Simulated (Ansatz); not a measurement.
The same stannylene extrusion along the group Si, Ge, Sn.

Gas-phase electronic energies from Ansatz, PBE0-D4/def2-TZVP geometries. CCSD(T)/CBS adds triple-zeta CCSD(T) − MP2 to the extrapolated MP2 energy (def2 sets, frozen cores). This one scheme is used for every species. DFT in def2-TZVPP. B3LYP here is the variant with VWN-RPA as its local correlation; programs differ in this. Elements past krypton have def2 core potentials. For Ge, Sn outer-core shells are correlated without core-valence functions, which leaves a few kJ/mol of doubt a bond. Scalar relativity is left out up to krypton. Each species was taken in one conformer, which may not be the lowest.

| reaction | CCSD(T)/CBS(def2) (kJ/mol) |
| --- | --- |
| `N[SiH](O)S` → `N[Si]O` + H₂S | 200 |
| `[NH2][GeH]([OH])[SH]` → `[NH2][Ge][OH]` + H₂S | 91 |
| `[NH2][SnH]([OH])[SH]` → `[NH2][Sn][OH]` + H₂S | ? |

Q: Fill in the missing values. (An estimate is asked.)

A: The calculation gave: `[NH2][SnH]([OH])[SH]` → `[NH2][Sn][OH]` + H₂S: +30.2 kJ/mol.

Largest T1 diagnostic: 0.017, for `[NH2][Sn][OH]`.
